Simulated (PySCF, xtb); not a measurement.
Be(Cl)(SH) (BeClHS), SMILES [Be]([Cl])[SH]. The values are those of a single conformer.

Harmonic wavenumbers (cm⁻¹) from GFN2-xTB (xtb 6.7.1) at its own minimum, in rising order: 162, 202, 357, 511, 989, 2491.

**Question.** What does r2SCAN-D4/def2-TZVP (PySCF) give at its own minimum? (The exact figures need the calculation; the answer reports its results.)

**Answer.** 202, 238, 377, 630, 1083, 2675. Paired by order, the mean absolute difference is 82 cm⁻¹ and the zero-point energies are 6.7 and 7.4 kcal/mol.
